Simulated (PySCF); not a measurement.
H9PSi3, charge -1, doublet, at a GFN2-xTB geometry (a state made from the parent by changing its charge; the spin is typed, not shown lowest) (in this run its highest filled SCF level lies above zero, so its values depend strongly on the basis, on diffuse functions most of all); PySCF with B3LYP5/STO-3G.

Input for PySCF:
```python
from pyscf import gto, scf, dft

mol = gto.Mole()
mol.atom = '''
    Si   -0.68699077    1.65572877   -0.88460613
    P     0.40901411   -0.22021910   -0.72392381
    Si    1.53381925    0.08784400    1.52792075
    Si   -1.18336805   -1.55666879   -0.07416283
    H     0.01777200    2.53528288   -1.82662732
    H    -0.86366762    2.43370020    0.35868496
    H    -2.04760564    1.47403821   -1.41671503
    H     2.65455238    0.88221085    0.99493559
    H     1.98164421   -1.31630438    1.58815210
    H     1.60629184    0.45213044    2.98614720
    H    -0.84100581   -2.92805252   -0.47388882
    H    -2.48019588   -1.24755869   -0.69724061
    H    -1.45144314   -1.59881614    1.37728382
'''
mol.basis = 'sto-3g'
mol.charge = -1
mol.spin = 1
mol.verbose = 4
mol.build()

mf = dft.UKS(mol)
mf.xc = 'b3lyp5'
mf.grids.atom_grid = (99, 590)
mf.grids.prune = None
mf.kernel()
```

The log (banner, timings and long lists left out):

```
PySCF version 2.14.0

[INPUT] verbose = 4
[INPUT] num. atoms = 13
[INPUT] num. electrons = 67
[INPUT] charge = -1
[INPUT] spin (= nelec alpha-beta = 2S) = 1
[INPUT] symmetry False subgroup None
[INPUT] Mole.unit = angstrom
[INPUT] Symbol           X                Y                Z      unit          X                Y                Z       unit  Magmom
[INPUT]  1 Si    -0.686990770000   1.655728770000  -0.884606130000 AA   -1.298224405404   3.128873911863  -1.671663313811 Bohr   0.0
[INPUT]  2 P      0.409014110000  -0.220219100000  -0.723923810000 AA    0.772924648983  -0.416153786398  -1.368017735952 Bohr   0.0
[INPUT]  3 Si     1.533819250000   0.087844000000   1.527920750000 AA    2.898498307086   0.166001101686   2.887351757540 Bohr   0.0
[INPUT]  4 Si    -1.183368050000  -1.556668790000  -0.074162830000 AA   -2.236241519061  -2.941677679758  -0.140147437323 Bohr   0.0
[INPUT]  5 H      0.017772000000   2.535282880000  -1.826627320000 AA    0.033584212686   4.790990291499  -3.451825366448 Bohr   0.0
[INPUT]  6 H     -0.863667620000   2.433700200000   0.358684960000 AA   -1.632095264455   4.599026847299   0.677816339401 Bohr   0.0
[INPUT]  7 H     -2.047605640000   1.474038210000  -1.416715030000 AA   -3.869413870715   2.785528514044  -2.677203403255 Bohr   0.0
[INPUT]  8 H      2.654552380000   0.882210850000   0.994935590000 AA    5.016376981512   1.667136890620   1.880155776683 Bohr   0.0
[INPUT]  9 H      1.981644210000  -1.316304380000   1.588152100000 AA    3.744764833230  -2.487454774765   3.001172513153 Bohr   0.0
[INPUT] 10 H      1.606291840000   0.452130440000   2.986147200000 AA    3.035451653724   0.854402704179   5.643000375637 Bohr   0.0
[INPUT] 11 H     -0.841005810000  -2.928052520000  -0.473888820000 AA   -1.589270650068  -5.533217341143  -0.895520083293 Bohr   0.0
[INPUT] 12 H     -2.480195880000  -1.247558690000  -0.697240610000 AA   -4.686890948475  -2.357544248421  -1.317593795825 Bohr   0.0
[INPUT] 13 H     -1.451443140000  -1.598816140000   1.377283820000 AA   -2.742830019979  -3.021324628134   2.602689215595 Bohr   0.0

nuclear repulsion = 339.847070215799
number of shells = 29
number of NR pGTOs = 135
number of NR cGTOs = 45
basis = sto-3g
ecp = {}

******** <class 'pyscf.dft.uks.UKS'> ********
method = UKS
initial guess = minao
damping factor = 0
level_shift factor = 0
DIIS = <class 'pyscf.scf.diis.CDIIS'>
diis_start_cycle = 1
diis_space = 8
diis_damp = 0
SCF conv_tol = 1e-09
SCF conv_tol_grad = None
SCF max_cycles = 50
direct_scf = True
direct_scf_tol = 1e-13
number electrons alpha = 34  beta = 33
XC library pyscf.dft.libxc version 7.1.2
    S. Lehtola, C. Steigemann, M. J. T. Oliveira, and M. A. L. Marques,  SoftwareX 7, 1–5 (2018)
XC functionals = b3lyp5
    P. A. M. Dirac,  Math. Proc. Cambridge Philos. Soc. 26, 376 (1930)
    F. Bloch,  Z. Phys. 57, 545 (1929)
    A. D. Becke,  Phys. Rev. A 38, 3098 (1988)
    C. Lee, W. Yang, and R. G. Parr,  Phys. Rev. B 37, 785 (1988)
    B. Miehlich, A. Savin, H. Stoll, and H. Preuss,  Chem. Phys. Lett. 157, 200 (1989)
    S. H. Vosko, L. Wilk, and M. Nusair,  Can. J. Phys. 58, 1200 (1980)
radial grids:
    Treutler-Ahlrichs [JCP 102, 346 (1995); DOI:10.1063/1.469408] (M4) radial grids

becke partition: Becke, JCP 88, 2547 (1988); DOI:10.1063/1.454033
pruning grids: None
grids dens level: 3
symmetrized grids: False
atomic radii adjust function: <function treutler_atomic_radii_adjust>
User specified grid scheme (99, 590)
small_rho_cutoff = 0
Set gradient conv threshold to 3.16228e-05
tot grids = 759336
init E= -1200.18798454758

cycle= 1 E= -1200.84445603936  delta_E= -0.656  |g|= 0.229  |ddm|= 2.93
cycle= 2 E= -1200.83463325164  delta_E= 0.00982  |g|= 0.259  |ddm|= 1.12
cycle= 3 E= -1200.89662898401  delta_E= -0.062  |g|= 0.0163  |ddm|= 0.633
cycle= 4 E= -1200.89687752563  delta_E= -0.000249  |g|= 0.0067  |ddm|= 0.0558
cycle= 5 E= -1200.89692339844  delta_E= -4.59e-05  |g|= 0.000857  |ddm|= 0.0161
cycle= 6 E= -1200.89692465139  delta_E= -1.25e-06  |g|= 0.000287  |ddm|= 0.00346
cycle= 7 E= -1200.89692481678  delta_E= -1.65e-07  |g|= 5.38e-05  |ddm|= 0.00135
cycle= 8 E= -1200.89692482256  delta_E= -5.78e-09  |g|= 1.02e-05  |ddm|= 0.000248
cycle= 9 E= -1200.89692482273  delta_E= -1.71e-10  |g|= 2.43e-06  |ddm|= 4.27e-05
Extra cycle  E= -1200.89692482274  delta_E= -4.09e-12  |g|= 1.44e-06  |ddm|= 1.07e-05
converged SCF energy = -1200.89692482274  <S^2> = 0.7518972  2S+1 = 2.0018963
```
